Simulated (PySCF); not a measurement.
A small calculation by hand: oscillator strength and radiative lifetime

HI2Si, SMILES I[SiH]I (connectivity only; charge and spin as stated), charge +1, multiplicity 1.

Geometry optimised at B3LYP-D3(BJ)/def2-SVP. The multiplicity is an assumed one; other spin states were not compared. The isomer is the one that the SMILES or the coordinates give; other isomers of the formula were not compared. The def2 effective core potentials stand for the cores of I; spin–orbit coupling is left out.

TDA-B3LYP/def2-SVPD (PySCF) puts the first singlet state with f over 0.02 at 3.97 eV (vertical), with the transition dipole (0.000, 0.838, 0.000) in atomic units.

Find the oscillator strength, the wavelength and the radiative lifetime that this transition would have in vacuum if emission retraced absorption.


|μ|² = 0.7022 au, so |μ| = 2.13 D. ΔE = 3.97/27.211 = 0.1459 hartree. f = (2/3) ΔE |μ|² = 0.068 (the program prints 0.068).
λ = 1239.84/3.97 = 312 nm; ν = 32020 cm⁻¹.
Einstein's coefficient A = 0.6670 ν² f s⁻¹ (ν in cm⁻¹) = 4.7e7 s⁻¹, so τ = 1/A = 21 ns. This state is S3; the lower singlets have f = 0.000, 0.000. The figure is the radiative limit of this one transition; relaxation, internal conversion, crossing to triplets and a medium change what is measured.
